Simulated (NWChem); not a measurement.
# C$_{2}$H$_{4}$ClFSi; SMILES C(/[SiH3])=C(\Cl)F

```xyz
9

F      1.4365    -0.3642     0.0000
C      0.1077    -0.5163     0.0000
Cl    -0.3229    -2.2024     0.0000
C     -0.7328     0.5134     0.0000
Si    -0.1373     2.2933     0.0000
H     -1.7935     0.2832     0.0000
H      0.6817     2.5877    -1.2047
H     -1.3356     3.1718     0.0000
H      0.6817     2.5877     1.2047
```
Atoms are numbered in this order, from 1.

Program: NWChem. All runs use the structure optimised with B3LYP/6-31G* (spherical d).

Question: What does the run give for CAM-B3LYP/def2-TZVP? Quantities: highest occupied level (eV); orbital gap (eV); dipole (D).

Answer: 
| Item | Result |
|---|---|
| highest occupied level (eV) | -9.08 |
| orbital gap (eV) | 9.33 |
| dipole (D) | 1.13 |
